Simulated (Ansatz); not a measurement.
Start from `[OH][W]([OH])(=[S])=[S]` and change one atom or group to get `[CH3][W]([OH])(=[S])=[S]`.

Ansatz, PBE0-D4/def2-TZVP geometries, multiplicity 1. Each molecule was computed in one conformer, which needn't be the lowest.

Elements past krypton have def2 core potentials.

```
                             property  `[OH][W]([OH])(=[S])=[S]`
LUMO energy (ωB97M-V/def2-TZVPP) / eV                      -0.62
  LUMO energy (B3LYP/def2-TZVPP) / eV                      -2.78
HOMO–LUMO gap (B3LYP/def2-TZVPP) / eV                       4.21
 HOMO–LUMO gap (PBE0/def2-TZVPP) / eV                       4.61
   LUMO energy (PBE0/def2-TZVPP) / eV                      -2.63
   HOMO energy (PBE0/def2-TZVPP) / eV                      -7.24
```

What does the change do to each property? (An estimate is asked.)

Ansatz gave: 
```tsv
property	`[CH3][W]([OH])(=[S])=[S]`	shift
LUMO energy (ωB97M-V/def2-TZVPP) / eV	-0.53	0.09
LUMO energy (B3LYP/def2-TZVPP) / eV	-2.70	0.08
HOMO–LUMO gap (B3LYP/def2-TZVPP) / eV	4.25	0.04
HOMO–LUMO gap (PBE0/def2-TZVPP) / eV	4.66	0.05
LUMO energy (PBE0/def2-TZVPP) / eV	-2.54	0.09
HOMO energy (PBE0/def2-TZVPP) / eV	-7.20	0.04
```

The zero-point energy changes by 58.8 kJ/mol with +6 modes.

B3LYP here is the variant with VWN-RPA as its local correlation; programs differ in this.
